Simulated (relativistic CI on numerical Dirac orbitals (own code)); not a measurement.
Method of calculation: Dirac-Coulomb-Breit CI, KLI orbitals optimised for each configuration, a model potential for QED, valence Slater integrals scaled by 0.9, P86 correlation estimate, and configurations built on the next ion tied to the tabulated ionisation energy (semi-empirical) (own radial code, finite nucleus).

Configuration list (outside the closed core [Ne]): 3s², 3s3d, 3s4s, 3s4p, 3s3p, 3s4d, 3s5s, 3s4f, 3p², 3d², 3p3d, 3p4s, 3d4s, 3s5p, 3s5d, 4s², 3s5f, 3s5g. Levels of other configurations are missing.

Configurations that consist of the next ion and one excited electron were tied to the tabulated ionisation energy; Rydberg ones are usually within 1,000 to 3,000 cm⁻¹ and the lowest ones within about 6,000 (9,000 in d shells), while levels on excited terms of the next ion carry the error of that term, and the other configurations can be misplaced by 10,000 cm⁻¹ or more. Rates follow the energies as ν³ (E1, M1) or ν⁵ (E2), so rates, branching and lifetimes can be off by large factors.

Outline of the computed level scheme of Ti XI. Lowest level of each configuration: 3s² ¹S0 at 0.000 eV; 3s3p ³P°0 at 21.523 eV; 3p² ¹D2 at 50.981 eV; 3s3d ³D1 at 62.315 eV; 3p3d ³F°2 at 85.148 eV; 3d² ³F2 at 125.531 eV; 3s4s ³S1 at 130.623 eV; 3s4p ³P°0 at 141.139 eV; 3s4d ³D1 at 154.834 eV.

Some strong electric-dipole decays among the lowest 45 levels: 3s4d ³D3 → 3s3p ³P°2 (1.1e+11 s⁻¹); 3s4s ¹S0 → 3s3p ¹P°1 (1.0e+11 s⁻¹); 3s4d ¹D2 → 3s3p ¹P°1 (9.1e+10 s⁻¹); 3s4d ³D2 → 3s3p ³P°1 (7.8e+10 s⁻¹); 3s4p ¹P°1 → 3s² ¹S0 (7.8e+10 s⁻¹); 3s4s ³S1 → 3s3p ³P°2 (7.3e+10 s⁻¹); 3s4d ³D1 → 3s3p ³P°0 (5.8e+10 s⁻¹); 3s4d ³D1 → 3s3p ³P°1 (4.4e+10 s⁻¹).

LS names give the leading component of a level, which can be under half, so a name can repeat, a term be missing and a line seem to break the LS rules.
